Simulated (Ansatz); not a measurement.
Start from `[CH3][Al]([NH2])[NH2]` and change one atom or group to get `[BH2][Al]([NH2])[NH2]`.

Ansatz, PBE0-D4/def2-TZVP geometries, multiplicity 1. Each molecule was computed in one conformer, which needn't be the lowest.

```tsv
property	`[CH3][Al]([NH2])[NH2]`
HOMO–LUMO gap (PBE/def2-TZVPP) / eV	4.91
HOMO–LUMO gap (ωB97M-V/def2-TZVPP) / eV	10.86
HOMO energy (B3LYP/def2-TZVPP) / eV	-6.50
HOMO–LUMO gap (PBE0/def2-TZVPP) / eV	7.09
LUMO energy (ωB97M-V/def2-TZVPP) / eV	1.73
LUMO energy (B3LYP/def2-TZVPP) / eV	0.03
```

Task: Give the same properties after the change, and the shifts. (An estimate is asked.)

Result: Ansatz gave: 
```tsv
property	`[BH2][Al]([NH2])[NH2]`	shift
HOMO–LUMO gap (PBE/def2-TZVPP) / eV	2.25	-2.66
HOMO–LUMO gap (ωB97M-V/def2-TZVPP) / eV	8.87	-1.99
HOMO energy (B3LYP/def2-TZVPP) / eV	-6.57	-0.07
HOMO–LUMO gap (PBE0/def2-TZVPP) / eV	4.57	-2.52
LUMO energy (ωB97M-V/def2-TZVPP) / eV	-0.30	-2.03
LUMO energy (B3LYP/def2-TZVPP) / eV	-2.42	-2.45
```

With PBE0 the HOMO falls by 0.06 eV and the LUMO falls by 2.59 eV, so the gap narrows by about 2.53 eV. PBE moves the HOMO by -0.12 eV and ωB97M-V by -0.04 eV.

B3LYP here is the variant with VWN-RPA as its local correlation; programs differ in this.
